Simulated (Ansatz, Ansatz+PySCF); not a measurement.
| atom | x (Å) | y (Å) | z (Å) |
| --- | --- | --- | --- |
| C | 0.0000 | 0.0000 | 0.0000 |
| P | 0.0000 | 0.0000 | 1.4839 |

Basis set: def2-SVP (spherical functions). Left uncorrelated: 6 orbitals. Correlation on ROHF uses semicanonical orbitals with singles. Charge 0, multiplicity 2.

Computed with Ansatz (development build ahead of 0.2.0); each method stands on the lowest determinant of its kind that the runs found.

The atomization energy at this shape (free ground-state atoms in the same class of orbitals less the molecule, no zero-point energy) of doublet CP:

```json
{"method": "ROHF-CCSD(T)", "atomization energy": "440.1 kJ/mol"}
{"method": "UHF-CCSD(T)", "atomization energy": "435.7 kJ/mol"}
{"method": "UHF-MP2", "atomization energy": "386.8 kJ/mol"}
{"method": "ROHF", "atomization energy": "187.6 kJ/mol"}
{"method": "UHF", "atomization energy": "233.1 kJ/mol"}
```

(1) What does ROHF-MP2 give?

Answers

(1) 454.0 kJ/mol. Caution: the shape is not the minimum. Caution for UHF-CCSD(T), UHF-MP2, UHF: the unrestricted determinant is spin contaminated.
